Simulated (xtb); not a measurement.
C₂H₉AlO₄Si, charge -1, doublet, geometry from GFN2-xTB (such geometries of metal compounds can be far from the true shape) (a state made from the parent by changing its charge; the spin is typed, not shown lowest); xtb with GFN1-xTB.

Here is a job for xtb.
```
$ xtb coord --gfn 1 --chrg -1 --uhf 1 --json

# file coord
$coord
      0.5596164648       2.5335967657       2.8098836824  al
      1.8709113499       5.2737664104       0.2365529494  c
      3.8246403819       4.9018996596      -0.3680148464  h
      1.9052562530       7.1595464089       1.1020372722  h
      0.7700619785       5.4804704743      -1.5154621807  h
     -3.2935783592       3.3934775213       3.2876966055  c
     -4.3959539301       3.6996203534       1.5518211916  h
     -3.5083752319       5.1319135519       4.4008985497  h
     -4.3084263514       1.9225185421       4.3475021082  h
      0.5697176556      -0.3028336003       0.9801802294  o
      0.1735327374      -2.2262747823      -1.2880653890  si
      1.6889436876      -4.9172811988      -0.9642898437  o
      1.2352480540      -1.1074764331      -3.9798394878  o
     -2.8196820635      -3.0430699146      -1.6052066916  o
      1.0928203031      -5.9302276919       0.3972467175  h
      2.0007224578       0.5099262297      -3.7650027608  h
     -3.9430355220      -1.6827535496      -1.2388493240  h
$end
```

Problem. Predict the main parts of the log of this xtb run.

Solution. 
```
   ID    Z sym.   atoms
    1   13 al     1
    2    6 c      2, 6
    3    1 h      3-5, 7-9, 15-17
    4    8 o      10, 12-14
    5   14 si     11

           -------------------------------------------------
          |                Calculation Setup                |
           -------------------------------------------------

           -------------------------------------------------
          |                 G F N 1 - x T B                 |
           -------------------------------------------------

          ...................................................
          :                      SETUP                      :
          :.................................................:
          :  # basis functions                  62          :
          :  # atomic orbitals                  60          :
          :  # shells                           36          :
          :  # electrons                        49          :
          :  # halogen bonds                     0          :
          :  max. iterations                   250          :
          :  Hamiltonian                  GFN1-xTB          :
          :  restarted?                      false          :
          :  GBSA solvation                  false          :
          :  PC potential                    false          :
          :  electronic temp.          300.0000000     K    :
          :  accuracy                    1.0000000          :
          :  -> integral cutoff          0.2500000E+02      :
          :  -> integral neglect         0.1000000E-07      :
          :  -> SCF convergence          0.1000000E-05 Eh   :
          :  -> wf. convergence          0.2000000E-04 e    :
          :  Broyden damping             0.4000000          :
          :  net charge                         -1          :
          :  unpaired electrons                  1          :
          ...................................................

 iter      E             dE          RMSdq      gap      omega  full diag
   1    -31.7149617 -0.317150E+02  0.774E+00    4.71       0.0  T
   2    -31.7290791 -0.141174E-01  0.465E+00    4.41       1.0  T
   3    -31.7050093  0.240698E-01  0.902E-01    3.62       1.0  T
   4    -31.7320096 -0.270003E-01  0.187E-01    3.74       1.0  T
   5    -31.7330816 -0.107203E-02  0.533E-02    3.79       1.0  T
   6    -31.7330865 -0.488112E-05  0.190E-02    3.85       1.3  T
   7    -31.7330927 -0.619601E-05  0.248E-03    3.86       9.8  T
   8    -31.7330928 -0.596524E-07  0.781E-04    3.86      31.1  T
   9    -31.7330928 -0.891684E-08  0.249E-04    3.86      97.4  T
  10    -31.7330928 -0.216762E-08  0.423E-05    3.86     573.1  T
  11    -31.7330928 -0.420783E-10  0.182E-05    3.86    1332.9  T

   *** convergence criteria satisfied after 11 iterations ***

         :::::::::::::::::::::::::::::::::::::::::::::::::::::
         ::                     SUMMARY                     ::
         :::::::::::::::::::::::::::::::::::::::::::::::::::::
         :: total energy             -31.509427154352 Eh    ::
         :: gradient norm              0.053582995825 Eh/a0 ::
         :: HOMO-LUMO gap              3.857490150485 eV    ::
         ::.................................................::
         :: SCC energy               -31.733092788209 Eh    ::
         :: -> electrostatic           0.266469747520 Eh    ::
         :: repulsion energy           0.230148273012 Eh    ::
         :: dispersion energy         -0.006482639156 Eh    ::
         :: halogen bond corr.         0.000000000000 Eh    ::
         :: add. restraining           0.000000000000 Eh    ::
         :: total charge              -1.000000000000 e     ::
         :::::::::::::::::::::::::::::::::::::::::::::::::::::

           -------------------------------------------------
          |                Property Printout                |
           -------------------------------------------------

    * Orbital Energies and Occupations

         #    Occupation            Energy/Eh            Energy/eV
      -------------------------------------------------------------
         1        2.0000           -0.5921392             -16.1129
       ...           ...                  ...                  ...
        13        2.0000           -0.3638650              -9.9013
        14        2.0000           -0.3533164              -9.6142
        15        2.0000           -0.3461272              -9.4186
        16        2.0000           -0.3337465              -9.0817
        17        2.0000           -0.3230446              -8.7905
        18        2.0000           -0.3221699              -8.7667
        19        2.0000           -0.3199470              -8.7062
        20        2.0000           -0.3151972              -8.5770
        21        2.0000           -0.3102226              -8.4416
        22        2.0000           -0.3063270              -8.3356
        23        2.0000           -0.2750701              -7.4850
        24        2.0000           -0.2069947              -5.6326
        25        1.0000           -0.1199568              -3.2642 (HOMO)
        26                          0.0218034               0.5933 (LUMO)
        27                          0.0383640               1.0439
        28                          0.0403285               1.0974
        29                          0.0571149               1.5542
        30                          0.0606409               1.6501
        31                          0.0805896               2.1930
        32                          0.0927786               2.5246
        33                          0.1092878               2.9739
        34                          0.1187230               3.2306
        35                          0.1795564               4.8860
        36                          0.2016828               5.4881
       ...                                ...                  ...
        60                          1.6353382              44.4998
      -------------------------------------------------------------
                  HL-Gap            0.1417602 Eh            3.8575 eV
             Fermi-level           -0.1062762 Eh           -2.8919 eV

  Mulliken/CM5 charges         n(s)   n(p)   n(d)
     1al    0.07582  0.01732   1.560  1.058  0.306
     2c    -0.27140 -0.39033   1.031  3.241  0.000
     3h    -0.01016  0.04160   1.010  0.000  0.000
     4h    -0.01494  0.03669   1.015  0.000  0.000
     5h     0.00372  0.05509   0.996  0.000  0.000
     6c    -0.26992 -0.38874   1.030  3.240  0.000
     7h     0.00272  0.05390   0.997  0.000  0.000
     8h    -0.01518  0.03660   1.015  0.000  0.000
     9h    -0.00953  0.04216   1.010  0.000  0.000
    10o    -0.47601 -0.49575   1.613  4.863  0.000
    11si    0.60542  0.56994   0.715  1.404  1.276
    12o    -0.53681 -0.70999   1.650  4.887  0.000
    13o    -0.54102 -0.71396   1.652  4.889  0.000
    14o    -0.55313 -0.72707   1.657  4.896  0.000
    15h     0.32704  0.51415   0.673  0.000  0.000
    16h     0.34466  0.53277   0.655  0.000  0.000
    17h     0.33872  0.52563   0.661  0.000  0.000

Wiberg/Mayer (AO) data.
largest (>0.10) Wiberg bond orders for each atom

 ---------------------------------------------------------------------------
     #   Z sym  total        # sym  WBO       # sym  WBO       # sym  WBO
 ---------------------------------------------------------------------------
     1  13 al   2.655 --    10 o    0.781     6 c    0.762     2 c    0.761
     2   6 c    3.754 --     3 h    0.954     4 h    0.954     5 h    0.946
                             1 al   0.761     6 c    0.108
     3   1 h    1.008 --     2 c    0.954
     4   1 h    1.007 --     2 c    0.954
     5   1 h    1.001 --     2 c    0.946
     6   6 c    3.754 --     9 h    0.955     8 h    0.953     7 h    0.946
                             1 al   0.762     2 c    0.108
     7   1 h    1.001 --     6 c    0.946
     8   1 h    1.007 --     6 c    0.953
     9   1 h    1.007 --     6 c    0.955
    10   8 o    2.411 --    11 si   1.489     1 al   0.781
    11  14 si   5.276 --    10 o    1.489    13 o    1.235    12 o    1.222
                            14 o    1.206
    12   8 o    2.164 --    11 si   1.222    15 h    0.864
    13   8 o    2.168 --    11 si   1.235    16 h    0.849
    14   8 o    2.150 --    11 si   1.206    17 h    0.855
    15   1 h    0.904 --    12 o    0.864
    16   1 h    0.895 --    13 o    0.849
    17   1 h    0.898 --    14 o    0.855
 ---------------------------------------------------------------------------

Topologies differ in total number of bonds
Writing topology from bond orders to xtbtopo.mol

 dipole moment from electron density (au)
     X       Y       Z
  -0.3443  -0.6301  -0.0549  total (Debye):    1.830

           -------------------------------------------------
          | TOTAL ENERGY              -31.509427154352 Eh   |
          | GRADIENT NORM               0.053582995825 Eh/α |
          | HOMO-LUMO GAP               3.857490150485 eV   |
           -------------------------------------------------

normal termination of xtb
```
